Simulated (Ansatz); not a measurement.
Relaxation of Cl2Ge2H6 (10 atoms, charge 0, multiplicity 1), to a largest force component of 0.03 eV/Å in at most 50 steps.

The calculation used RKS PBE0/def2-SVP in Ansatz 0.2.0.

```xyz
10
Properties=species:S:1:pos:R:3
Ge -0.041 0.256 0.168
Ge 0.015 0.109 2.571
H -1.169 -0.764 3.028
H 1.348 -0.472 3.056
H -0.152 1.544 3.115
Cl 1.967 0.106 -0.625
H -0.630 1.544 -0.436
Cl -1.222 -1.332 -0.720
H 0.521 -2.315 0.989
H 0.976 -2.263 1.544
```

Q: Where does it end, and by what steps?

A: It converged. The force dipped under the threshold on the way, but the program's further checks kept it going. After 15 steps the energy has fallen by 0.187 eV; H10 moved furthest, 1.50 Å.

```csv
step,energy less start (eV),largest force component (eV/Å),accepted
0,0.0000,1.235,yes
1,-0.1066,0.106,yes
2,-0.1380,0.087,yes
3,-0.1459,0.107,yes
4,-0.1531,0.064,yes
5,-0.1576,0.046,yes
6,-0.1614,0.229,yes
7,-0.1646,0.158,yes
8,-0.1729,0.098,yes
9,-0.1761,0.307,yes
10,-0.1803,0.134,yes
11,-0.1847,0.029,yes
12,-0.1858,0.031,yes
13,-0.1862,0.062,yes
14,-0.1865,0.033,yes
15,-0.1866,0.002,yes
```

```xyz
10
Properties=species:S:1:pos:R:3
Ge -0.155 0.591 0.136
Ge -0.063 0.413 2.551
H -1.446 -0.006 3.072
H 0.991 -0.644 2.901
H 0.329 1.781 3.130
Cl 1.826 1.081 -0.588
H -1.121 1.601 -0.503
Cl -0.680 -1.350 -0.680
H 0.786 -3.299 1.088
H 1.146 -3.754 1.582
```

Whether the end is a true minimum wasn't checked by a vibrational analysis.

The run took 41 s on 4 threads of Arm Neoverse V2 (shared host), peak memory 0.39 GiB.
